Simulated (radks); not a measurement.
Values are calculated unless marked as measured or tabulated.
Ionisation of neutral fluorine, [He] 2s2 2p5, to [He] 2s2 2p4 as the strength of local exchange is varied. Level of theory: Dirac Kohn-Sham, Slater X-alpha exchange (alpha = 2/3 is LDA exchange), no correlation, spin-unpolarised, spherical densities, finite nucleus; open shells fill j = l - 1/2 first; Fermi nuclear charge, rms radius 2.8976 fm (a radial shooting solver on a logarithmic mesh with Libxc functionals).

alpha  E(F) (hartree)  exchange (hartree)  IE (eV)  -e of the level emptied (eV)  <r> of it (bohr)
0.573       -97.29761            -7.61363   16.338                 8.453 (2p3/2)             1.149
0.649       -98.31221            -8.70482   17.689                 9.586 (2p3/2)             1.123
0.667       -98.55390            -8.96600   18.017                 9.863 (2p3/2)             1.117
0.78       -100.08336           -10.62958   20.135                11.673 (2p3/2)             1.082
0.805      -100.42456           -11.00319   20.619                12.090 (2p3/2)             1.075

NIST Atomic Spectra Database: 17.423 eV (measured). The Delta-SCF value meets it near alpha = 0.63. Spin polarisation and multiplet splitting are left out, so open shells lie too high by an amount that depends on their filling.

Beside tabulated values, note that spin-unpolarised runs miss the spin-polarisation part of the exchange energy of open shells.
